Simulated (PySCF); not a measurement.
## C₆ coefficients of unlike pairs at PBE

Calculated with PySCF 2.14 from the dipole response of each species, C₆(A,B) = (3/π) ∫ α_A(iu) α_B(iu) du, in atomic units, from isotropic polarisabilities. For ions this is the dispersion term alone; charge-induced terms of lower order in 1/R come first.

```
species           configuration                                                                               basis      relativity  α (bohr³)  C₆ (like pair)
    As⁺  [Ar] 3d10 4s2 4p2 (3P)                                                         aug-cc-pVQZ-DK (8s7p5d3f2g)   spin-free X2C      16.81           101.5
      K           [Ar] 4s1 (2S)  aug-cc-pwCVTZ-X2C with one added diffuse shell each of s, p, d, f type (10s9p7d4f)   spin-free X2C      322.0            4521
    V²⁺           [Ar] 3d3 (4F)      x2c-TZVPPall with one added diffuse shell each of s, p, d, f type (7s6p5d3f1g)   spin-free X2C      4.968           14.78
   Ga³⁺          [Ar] 3d10 (1S)                                         aug-cc-pV5Z-PP with ECP10MDF (8s7p6d4f3g2h)  core potential      1.291           2.271
```

Q: Estimate C₆ for Ga³⁺ with K.

A: The integral gives 40.23. The combination rule 2 C_A C_B / (C_A α_B/α_A + C_B α_A/α_B) gives 35.12 and the geometric mean 101.3.

No spin-orbit coupling is included.

The other pairs:

```
     pair     C₆
   K, As⁺  446.2
   V²⁺, K  140.0
 V²⁺, As⁺  36.71
Ga³⁺, V²⁺  5.566
Ga³⁺, As⁺  12.54
```
